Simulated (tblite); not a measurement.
C6H13BS.
SMILES with atom numbers: `[BH2:1][C@@H:2]1[C@H:3]([CH3:4])[C@@:5]1([CH3:6])[S:7][CH3:8]` (hydrogens: H9, H10 on B1; H11 on C2; H12 on C3; H13, H14, H15 on C4; H16, H17, H18 on C6; H19, H20, H21 on C8)

Computed with GFN2-xTB (tblite), gas phase: L-BFGS steps from a force-field or distance-geometry start until the largest atomic force falls under 0.01 eV/Å.

Step 16: E = -650.8168 eV
```
atom  x, y, z in Å  |  force x, y, z in eV/Å
B1     -2.2011   -0.5811    1.3999   -0.034  -0.020   0.030
C2     -0.6528   -0.4200    1.3451   -0.007   0.025   0.006
C3      0.0531    0.7659    0.7358    0.013  -0.004  -0.040
C4     -0.7362    1.8564    0.0545   -0.005  -0.011  -0.001
C5      0.1822   -0.5993    0.1078   -0.002   0.011  -0.032
C6     -0.4681   -0.9207   -1.2132   -0.025  -0.003  -0.019
S7      1.7916   -1.4025    0.3170    0.026   0.068  -0.054
C8      2.7486   -0.4158   -0.8799   -0.022  -0.035   0.052
H9     -2.7296   -1.5219    0.9537    0.000  -0.057  -0.027
H10    -2.8450    0.2345    1.9336   -0.018   0.036   0.049
H11    -0.1958   -0.7928    2.2606    0.040   0.014   0.011
H12     0.9353    1.1331    1.2532   -0.040  -0.012  -0.003
H13    -1.0025    2.6254    0.7769    0.016   0.028  -0.008
H14    -0.1571    2.3180   -0.7460    0.007   0.003   0.045
H15    -1.6555    1.4590   -0.3685    0.006   0.015   0.010
H16    -0.3781   -1.9862   -1.4151   -0.005  -0.008  -0.007
H17    -1.5243   -0.6652   -1.1888   -0.011  -0.006  -0.024
H18     0.0041   -0.3698   -2.0263    0.008  -0.015  -0.010
H19     2.6038    0.6399   -0.6650    0.028  -0.037   0.000
H20     3.7884   -0.6926   -0.7428    0.005   0.026  -0.020
H21     2.4300   -0.6473   -1.8930    0.021  -0.018   0.044
```

Step 17: E = -650.8178 eV
```
atom  x, y, z in Å  |  force x, y, z in eV/Å
B1     -2.2017   -0.5836    1.4045   -0.050  -0.014   0.008
C2     -0.6541   -0.4185    1.3426   -0.025   0.028   0.010
C3      0.0517    0.7679    0.7334    0.020  -0.019  -0.028
C4     -0.7362    1.8616    0.0547    0.005  -0.038   0.001
C5      0.1806   -0.5974    0.1047    0.013   0.006  -0.017
C6     -0.4688   -0.9226   -1.2161   -0.017   0.005  -0.002
S7      1.7914   -1.4016    0.3144   -0.004   0.062  -0.033
C8      2.7514   -0.4167   -0.8800   -0.031  -0.036   0.055
H9     -2.7304   -1.5242    0.9577    0.006  -0.059  -0.025
H10    -2.8484    0.2285    1.9410   -0.001   0.034   0.050
H11    -0.2004   -0.7906    2.2604    0.058   0.018  -0.004
H12     0.9342    1.1314    1.2534   -0.043  -0.002  -0.015
H13    -1.0003    2.6289    0.7800    0.017   0.025  -0.025
H14    -0.1565    2.3221   -0.7464   -0.001   0.007   0.058
H15    -1.6561    1.4650   -0.3684    0.007   0.022   0.013
H16    -0.3763   -1.9891   -1.4127   -0.014   0.004  -0.016
H17    -1.5254   -0.6674   -1.1939   -0.005  -0.011  -0.021
H18     0.0043   -0.3733   -2.0299    0.006  -0.021  -0.010
H19     2.6068    0.6379   -0.6651    0.024  -0.001   0.003
H20     3.7903   -0.6931   -0.7420    0.030   0.014  -0.010
H21     2.4350   -0.6482   -1.8927    0.008  -0.022   0.010
```

Step 18: E = -650.8188 eV
```
atom  x, y, z in Å  |  force x, y, z in eV/Å
B1     -2.2032   -0.5861    1.4088   -0.050  -0.006  -0.012
C2     -0.6556   -0.4167    1.3405   -0.035   0.015   0.008
C3      0.0505    0.7693    0.7306    0.009  -0.024  -0.006
C4     -0.7362    1.8658    0.0550    0.009  -0.043   0.004
C5      0.1791   -0.5955    0.1017    0.010  -0.002   0.001
C6     -0.4697   -0.9244   -1.2188   -0.007   0.010   0.009
S7      1.7910   -1.3997    0.3115   -0.034   0.030   0.010
C8      2.7537   -0.4181   -0.8793   -0.017  -0.018   0.033
H9     -2.7310   -1.5275    0.9609    0.013  -0.047  -0.017
H10    -2.8515    0.2237    1.9486    0.015   0.019   0.043
H11    -0.2034   -0.7883    2.2600    0.064   0.023  -0.024
H12     0.9324    1.1298    1.2532   -0.032   0.009  -0.021
H13    -0.9979    2.6325    0.7822    0.017   0.016  -0.033
H14    -0.1559    2.3260   -0.7456   -0.001   0.013   0.054
H15    -1.6566    1.4708   -0.3680    0.001   0.023   0.012
H16    -0.3749   -1.9916   -1.4109   -0.021   0.011  -0.022
H17    -1.5265   -0.6696   -1.1988   -0.003  -0.012  -0.017
H18     0.0045   -0.3769   -2.0333    0.003  -0.024  -0.011
H19     2.6100    0.6360   -0.6652    0.018   0.030   0.004
H20     3.7925   -0.6933   -0.7415    0.042   0.001   0.004
H21     2.4398   -0.6493   -1.8921   -0.003  -0.024  -0.017
```

Step 19: E = -650.8196 eV
```
atom  x, y, z in Å  |  force x, y, z in eV/Å
B1     -2.2053   -0.5882    1.4121   -0.034   0.001  -0.024
C2     -0.6574   -0.4150    1.3390   -0.033  -0.004   0.003
C3      0.0496    0.7700    0.7281   -0.011  -0.019   0.015
C4     -0.7360    1.8684    0.0555    0.007  -0.027   0.006
C5      0.1779   -0.5940    0.0993   -0.006  -0.010   0.015
C6     -0.4706   -0.9256   -1.2209    0.002   0.008   0.010
S7      1.7902   -1.3977    0.3095   -0.047  -0.007   0.050
C8      2.7553   -0.4194   -0.8783    0.007   0.007   0.000
H9     -2.7312   -1.5311    0.9630    0.017  -0.028  -0.006
H10    -2.8537    0.2204    1.9556    0.026   0.000   0.032
H11    -0.2045   -0.7859    2.2592    0.060   0.026  -0.039
H12     0.9303    1.1288    1.2528   -0.012   0.018  -0.019
H13    -0.9956    2.6357    0.7832    0.016   0.005  -0.030
H14    -0.1554    2.3293   -0.7439    0.006   0.016   0.036
H15    -1.6570    1.4758   -0.3675   -0.009   0.018   0.006
H16    -0.3743   -1.9934   -1.4099   -0.026   0.014  -0.024
H17    -1.5275   -0.6716   -1.2032   -0.003  -0.009  -0.013
H18     0.0047   -0.3803   -2.0362    0.001  -0.022  -0.011
H19     2.6129    0.6349   -0.6652    0.013   0.043   0.002
H20     3.7948   -0.6933   -0.7411    0.034  -0.009   0.015
H21     2.4437   -0.6508   -1.8916   -0.009  -0.021  -0.026
```

Task: Estimate the geometry and energy of step 20. (The exact step hangs on the optimiser's Hessian estimate; all steps are aligned on step 19, rigid shifts and turns removed.)

Result: E = -650.8203 eV, largest force 0.085 eV/Å
```
atom  x, y, z in Å  |  force x, y, z in eV/Å
B1     -2.2078   -0.5901    1.4145   -0.010   0.006  -0.027
C2     -0.6596   -0.4136    1.3379   -0.020  -0.022  -0.003
C3      0.0485    0.7703    0.7262   -0.031  -0.006   0.030
C4     -0.7357    1.8701    0.0561    0.000  -0.001   0.004
C5      0.1765   -0.5929    0.0974   -0.026  -0.016   0.021
C6     -0.4713   -0.9265   -1.2225    0.006   0.003   0.004
S7      1.7887   -1.3959    0.3087   -0.038  -0.031   0.069
C8      2.7570   -0.4204   -0.8773    0.026   0.027  -0.026
H9     -2.7310   -1.5349    0.9645    0.017  -0.008   0.003
H10    -2.8551    0.2176    1.9623    0.030  -0.019   0.020
H11    -0.2040   -0.7833    2.2577    0.047   0.025  -0.046
H12     0.9281    1.1282    1.2521    0.008   0.022  -0.012
H13    -0.9933    2.6385    0.7834    0.012  -0.004  -0.017
H14    -0.1548    2.3324   -0.7416    0.016   0.014   0.013
H15    -1.6576    1.4806   -0.3669   -0.018   0.010  -0.001
H16    -0.3743   -1.9946   -1.4096   -0.027   0.011  -0.021
H17    -1.5284   -0.6735   -1.2073   -0.004  -0.003  -0.007
H18     0.0049   -0.3837   -2.0389    0.001  -0.016  -0.008
H19     2.6158    0.6345   -0.6651    0.010   0.036  -0.004
H20     3.7974   -0.6933   -0.7405    0.010  -0.014   0.024
H21     2.4468   -0.6525   -1.8914   -0.009  -0.014  -0.015
```

The energy changes by -0.0007 eV. The first-order estimate −F·Δx gives -0.0010 eV and the mean of the old and new forces, exact on a quadratic surface, -0.0007 eV. The step makes an angle of 69° with the force vector and moves no atom by more than 0.007 Å.

What follows is the cost of the whole relaxation. The run took 1.5 s of wall time on one thread, Arm Neoverse N1 (aarch64), shared host.
